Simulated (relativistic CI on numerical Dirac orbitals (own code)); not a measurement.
Calculated at this level of theory: Dirac-Coulomb-Breit CI, separate exchange-only KLI orbitals for each configuration, model QED (radiative potential, 1s self-energy scaled to tabulated hydrogen-like ionisation energies), unscaled Slater integrals (own radial code, finite nucleus).

The strongest absorption lines from the ground level of an ion, among the configurations computed and to levels below about 181 eV (vacuum wavelength in Å, gf): 83.583 (0.47), 85.285 (0.24), 88.822 (0.9), 144.67 (0.42), 148.22 (10), 149.86 (6), 155.67 (2.7), 161.31 (0.23).

**Question.** Which ion is it?
A. Ru9+
B. Te17+
C. Cd15+
D. Cd13+

**Answer.** D. Cd13+ has 35 electrons and the ground level 4s2 4p5 2P°_3/2; the strongest line goes to 4s2 4p4 4d 2D_5/2. The pattern of lines fixes the number of electrons, and along that sequence the line energies rise steadily with the charge (about as its square where n changes within one kind of shell, about linearly where n is kept but much faster in heavy ions where fine structure, which grows about as Z⁴, sets the gap, and irregularly where shells cross), which fixes Z. Configurations outside the model, such as inner-shell arrays, can give stronger lines. At this charge energies of transitions that change n are usually good to better than 1 %, and those within a shell (Δn = 0) to a few per cent.

LS names give the leading component of a level, which can be under half, so a name can repeat, a term be missing and a line seem to break the LS rules.
